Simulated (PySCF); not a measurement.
AsF2GaH2, SMILES [Ga]([F])([F])[AsH2].

Geometry optimised at r2SCAN-D4/def2-SVP. The structure was generated by enumeration; whether it is a known compound was not checked.

All values below come from PBE/def2-TZVP run with PySCF.

Isolated molecule, no solvent.

The total energy comes out as -4360.99888 hartree, the point group is Cs and the highest occupied level is -7.41 eV. The lowest empty level is -2.33 eV and the orbital gap is 5.08 eV. The dipole moment is 3.23 D. The quadrupole, principal values (traceless, Buckingham form, about the centre of nuclear charge) is -4.65, -3.32, 7.97 D·Å and the mean static polarisability is 58.5 bohr³ (8.66 Å³). The polarisability, principal values is 46.7, 53.1, 75.6 bohr³.
